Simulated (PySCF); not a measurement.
AsH₃, singlet: molecular constants

All numbers come from PBE in PySCF with As def2-TZVP, H def2-TZVP; no relativity; density-fitted integrals.

The structure is a minimum.

Coordinates in bohr (charge 0 multiplicity 1):
```
As    0.0000    0.0000   -0.0650
H     2.3925    0.0000    1.5777
H    -1.1962    2.0719    1.5777
H    -1.1962   -2.0719    1.5777
```

```json
{
  "Point group": "C3v",
  "Bond lengths": "As–H 1.536 Å (×3)",
  "Bond angles": "H–As–H 91.1° (×3)",
  "Lowest empty level": "-0.27 eV",
  "Enthalpy at 298.15 K above 0 K": "10.27 kJ/mol",
  "Highest occupied level": "-6.76 eV",
  "Entropy at 298.15 K and 1 bar": "223.3 J/(mol K)",
  "Dipole moment": "0.25 D",
  "Rotational symmetry number": "3",
  "Atomisation energy without zero-point energy": "912 kJ/mol",
  "Principal quadrupole moments (Buckingham, traceless) about the centre of mass": "-1.73, 0.87, 0.87 D Å",
  "Zero-point energy": "55.4 kJ/mol",
  "Rotational constants": "3.649, 3.649, 3.479 cm⁻¹",
  "Heat capacity Cp at 298.15 K": "38.8 J/(mol K)",
  "Principal polarisabilities": "32.6, 33.0, 33.0 bohr³"
}
```

Harmonic modes (masses in u: As 74.922, H 1.008):
| symmetry | ω (cm⁻¹) | IR (km/mol, summed over degenerate members) |
| --- | --- | --- |
| a1 | 896 | 19.8 |
| e | 981 | 16.3 |
| a1 | 2125 | 69.2 |
| e | 2142 | 189 |

In C3v the vibrations span 2a1 + 2e.

Charges (e):
```csv
atom,Mulliken,Löwdin,polar tensor,Mayer order to As1
As1,-0.19,0.06,0.38,–
"H2,3,4",0.06,-0.02,-0.13,0.97
```

Mulliken populations on As1: s 7.82, p 15.25, d 10.11, f 0.01.

Outer orbital energies (eV). occupied: -15.72, -8.87, -8.87, -6.76; empty: -0.27, -0.27, 0.15, 4.74.

Counting electrons, arsenic keeps 2 of its valence electrons outside its bonds, so the VSEPR class is AX3E1 and the expected shape is trigonal pyramidal (C3v), as computed. The angle of 91° is close to 90°: the heavy centre bonds with nearly pure p orbitals and keeps its lone pair s-like.

The final relaxation and frequency run took 11 s on 2 threads of a shared Arm Neoverse V1 host, with 66 basis functions and 9 gradients; the process peaked at 0.8 GiB.
